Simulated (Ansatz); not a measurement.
Basis sets compared for Mo3P3. Charge 0, multiplicity 2. Geometry PBE0-D4/def2-SVP. Ansatz on 4 threads of AMD EPYC 7R43 on a shared host; times are rough, and most runs start from earlier orbitals.

Cartesian coordinates in Å:
```
Mo -0.836 0.164 1.271
Mo 0.605 -1.269 0.606
Mo 0.612 0.922 -0.654
P 1.480 0.725 1.640
P -1.676 0.469 -1.088
P -0.184 -1.011 -1.775
```

In the def2 sets Mo takes a core potential; there is no spin–orbit coupling. The structure comes from a short search, and lower isomers may exist.

Binding counts from free atoms (Mo septet, P quartet) in the same basis, without a counterpoise term.

```csv
level,functions,energy (Eh),HOMO (eV),LUMO (eV),binding per atom (eV),wall time
PBE-D4/def2-SVP,147,-1228.0373,-4.17,-3.67,3.49,12 s
PBE-D4/def2-TZVP,231,-1228.4647,-4.11,-3.60,3.55,20 s
r2SCAN-D4/def2-TZVP,231,-1228.8271,-4.34,-3.53,2.97,58 s
PBE0-D4/def2-SVP,147,-1227.9370,-5.27,-2.81,2.84,26 s
PBE0-D4/def2-TZVP (with forces),231,-1228.3617,-5.19,-2.72,2.92,96 s
```

(1) Estimate the rows for PBE-D4/def2-TZVPD, r2SCAN-D4/def2-TZVPD, PBE0-D4/def2-TZVPD.

Results:

(1) 
| level | functions | energy (Eh) | HOMO (eV) | LUMO (eV) | binding per atom (eV) | wall time |
| --- | --- | --- | --- | --- | --- | --- |
| PBE-D4/def2-TZVPD | 249 | -1228.4656 | -4.12 | -3.62 | 3.55 | 23 s |
| r2SCAN-D4/def2-TZVPD | 249 | -1228.8279 | -4.35 | -3.54 | 2.97 | 65 s |
| PBE0-D4/def2-TZVPD | 249 | -1228.3626 | -5.20 | -2.73 | 2.92 | 2.9 min |
